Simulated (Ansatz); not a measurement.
cerium atom (Ce), triplet (core potentials on Ce). Base run: SVWN5/def2-SVP in Ansatz (a program for electronic structure).

Geometry (Å):
```xyz
1

Ce     0.0000     0.0000     0.0000
```
Charge 0, spin multiplicity 3.
Orbitals are unrestricted.
All else is at Ansatz's defaults.

Variants of this job, named by their change:

```csv
change,basis functions,E (Eh),core-seconds (rough)
base,78,-474.35248,30
basis = def2-SV(P),69,-474.35245,30
basis = def2-TZVP,93,-474.36108,100
basis = def2-TZVPP,102,-474.36118,60
basis = def2-QZVP,121,-474.36496,60
basis = def2-QZVPP,___,___,50
```

Problem. What belongs in the gaps?

Solution. 
- basis = def2-QZVPP, basis functions: 141
- basis = def2-QZVPP, E (Eh): -474.36502

Totals compare only among sets that treat the same electrons; sets with core potentials leave the core out.
